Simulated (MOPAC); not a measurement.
MOPAC input (PM3):

```
PM3 FORCE THERMO(298,298) PRECISE LET UHF MS=0.5 GEO-OK AUX(PRECISION=9) THREADS=1
CH2N

C     0.09313753 1    0.02627835 1   -0.61681287 1
N    -0.05377316 1   -0.01334228 1    0.60532602 1
H     0.80852174 1    0.25724951 1   -1.38550279 1
H    -0.91322666 1   -0.29468995 1    1.00265472 1
```

From the output:

```
     H    4   0.820157   6.271257   0.206315   6.542668

          HEAT OF FORMATION =      51.958072 KCALS/MOLE

          ZERO POINT ENERGY      15.823 KCAL/MOL

           NORMAL COORDINATE ANALYSIS (Total motion = 1 Angstrom)

   Root No.       1         2         3         4         5         6

                 1 A'      1 A"      2 A'      3 A'      4 A'      5 A'

                 697.8     883.9     977.4    1901.5    3179.5    3428.3

           1   -0.0254    0.0000    0.0018    0.2572   -0.0769   -0.0044
           2   -0.0660    0.0000    0.0704    0.0012    0.0433    0.0004
           3   -0.0000   -0.0606    0.0000    0.0000    0.0000    0.0000
           4   -0.0222    0.0000   -0.0309   -0.2293    0.0140    0.0381
           5    0.0092    0.0000   -0.0716    0.0051    0.0013   -0.0552
           6   -0.0000   -0.0146   -0.0000    0.0000    0.0000   -0.0000
           7    0.3765   -0.0000   -0.1564    0.2920    0.7008    0.0063
           8    0.4842   -0.0000   -0.1444   -0.1530   -0.5186   -0.0133
           9    0.0000    0.5232   -0.0000   -0.0000   -0.0000   -0.0000
          10    0.2343   -0.0000    0.5640   -0.1711    0.0209   -0.4829
          11    0.1741   -0.0000    0.2998    0.0672   -0.0153    0.7757
          12    0.0000    0.4016    0.0000    0.0000   -0.0000    0.0000

           MASS-WEIGHTED COORDINATE ANALYSIS (NORMAL COORDINATES)

   Root No.       1         2         3         4         5         6

                 1 A'      1 A"      2 A'      3 A'      4 A'      5 A'

                 697.8     883.9     977.4    1901.5    3179.5    3428.3

           1   -0.1205    0.0000    0.0081    0.6888   -0.2867   -0.0160
           2   -0.3133    0.0000    0.3146    0.0033    0.1617    0.0016
           3   -0.0000   -0.3012    0.0000    0.0000    0.0000    0.0000
           4   -0.1137    0.0000   -0.1490   -0.6630    0.0563    0.1497
           5    0.0473    0.0000   -0.3453    0.0148    0.0050   -0.2173
           6   -0.0000   -0.0785   -0.0000    0.0000    0.0000   -0.0000
           7    0.5176   -0.0000   -0.2024    0.2265    0.7573    0.0066
           8    0.6657   -0.0000   -0.1869   -0.1187   -0.5604   -0.0141
           9    0.0000    0.7539   -0.0000   -0.0000   -0.0000   -0.0000
          10    0.3222   -0.0000    0.7301   -0.1327    0.0226   -0.5096
          11    0.2394   -0.0000    0.3881    0.0521   -0.0165    0.8186
          12    0.0000    0.5786    0.0000    0.0000   -0.0000    0.0000

          DESCRIPTION OF VIBRATIONS

 VIBRATION          1    1A'         ATOM PAIR     ENERGY CONTRIBUTION    RADIAL
 FREQUENCY           697.81         C 1 -- H 3         +73.8% ( 95.2%)      0.5%
 TRANSITION DIPOLE   0.8806         N 2 -- H 4         +21.1% ( 50.9%)      1.5%
 TRAVEL (Ang.)       0.3738         C 1 -- N 2          +5.1% ( 25.0%)      0.0%
 REDUCED MASS        0.6914
 EFFECTIVE MASS      2.0575
 FORCE CONSTANT      0.1984

 VIBRATION          2    1A"         ATOM PAIR     ENERGY CONTRIBUTION    RADIAL
 FREQUENCY           883.88         C 1 -- H 3         +77.6% ( 66.0%)      0.0%
 TRANSITION DIPOLE   0.6564         N 2 -- H 4         +20.8% ( 34.2%)      0.0%
 TRAVEL (Ang.)       0.3766         C 1 -- N 2          +1.7% (  9.7%)      0.0%
 REDUCED MASS        0.5379
 EFFECTIVE MASS      1.5481
 FORCE CONSTANT      0.2476

 VIBRATION          3    2A'         ATOM PAIR     ENERGY CONTRIBUTION    RADIAL
 FREQUENCY           977.39         N 2 -- H 4         +75.6% ( 85.8%)      2.5%
 TRANSITION DIPOLE   0.8625         C 1 -- N 2         +15.5% ( 38.9%)      5.4%
 TRAVEL (Ang.)       0.2808         C 1 -- H 3          +8.9% ( 29.5%)      6.3%
 REDUCED MASS        0.8749
 EFFECTIVE MASS      3.3370
 FORCE CONSTANT      0.4924

 VIBRATION          4    3A'         ATOM PAIR     ENERGY CONTRIBUTION    RADIAL
 FREQUENCY          1901.49         C 1 -- N 2         +66.8% (101.7%)    100.0%
 TRANSITION DIPOLE   1.8990         C 1 -- H 3         +19.2% ( 54.5%)     37.8%
 TRAVEL (Ang.)       0.0809         N 2 -- H 4         +14.0% ( 46.6%)     20.3%
 REDUCED MASS        5.4179
 EFFECTIVE MASS     12.6907
 FORCE CONSTANT     11.5417

 VIBRATION          5    4A'         ATOM PAIR     ENERGY CONTRIBUTION    RADIAL
 FREQUENCY          3179.52         C 1 -- H 3         +96.7% ( 99.7%)     99.8%
 TRANSITION DIPOLE   0.5138         C 1 -- N 2          +3.2% ( 18.0%)     82.7%
 TRAVEL (Ang.)       0.1506
 REDUCED MASS        0.9353
 EFFECTIVE MASS      1.7623
 FORCE CONSTANT      5.5711

 VIBRATION          6    5A'         ATOM PAIR     ENERGY CONTRIBUTION    RADIAL
 FREQUENCY          3428.31         N 2 -- H 4         +99.1% (100.0%)     99.9%
 TRANSITION DIPOLE   0.3229         C 1 -- N 2          +0.9% (  9.6%)     36.4%
 TRAVEL (Ang.)       0.1447
 REDUCED MASS        0.9394
 EFFECTIVE MASS      1.4607
 FORCE CONSTANT      6.5052

      SYMMETRY NUMBER FOR POINT-GROUP Cs  =  1

          SYSTEM IS A GROUND STATE

 CH2N

          MOLECULE IS NOT LINEAR

          THERE ARE  6 GENUINE VIBRATIONS IN THIS SYSTEM
          THIS THERMODYNAMICS CALCULATION IS LIMITED TO
          MOLECULES WHICH HAVE NO INTERNAL ROTATIONS

                    CALCULATED THERMODYNAMIC PROPERTIES
                                          *
   TEMP. (K)   PARTITION FUNCTION   H.O.F.    ENTHALPY  HEAT CAPACITY ENTROPY
                                   KCAL/MOL   CAL/MOLE    CAL/K/MOL  CAL/K/MOL

 298.00  VIB.     0.1060D+01                   132.7770     1.7740     0.5612
         ROT.     0.9888D+03                   888.2803     2.9808    16.6855
         INT.     0.1048D+04                  1021.0573     4.7548    17.2467
         TRA.     0.1435D+27                  1480.4672     4.9680    35.9248
         TOT.                       51.958    2501.5245     9.7228    53.1716

   *: NOTE: HEATS OF FORMATION ARE RELATIVE TO THE
            ELEMENTS IN THEIR STANDARD STATE AT 298K
              (=  Standard Enthalpy of Formation).

            Hvib:  Zero-point energy is not included.
                   frequencies of less than zero cm-1 are not included.
            Hrot = (3/2)RT
            Htra = (3/2)RT + pV = (5/2)RT

            Heat capacity is Cp, not Cv

          For more information, see: HTTP://OpenMOPAC.net/Manual/thermochemistry.html

           FORCE CONSTANT IN CARTESIAN COORDINATES (Millidynes/A)

    ATOM   CHEMICAL       X               Y               Z
   NUMBER   SYMBOL  FORCE CONSTANT  FORCE CONSTANT  FORCE CONSTANT

      1       C       18.093311        2.882584        0.502705
      2       N       15.782480        5.539389        0.041429
      3       H        3.654419        2.064779        0.264759
      4       H        2.185992        4.786654        0.155897

 **********************
 *                    *
 * JOB ENDED NORMALLY *
 *                    *
 **********************
```
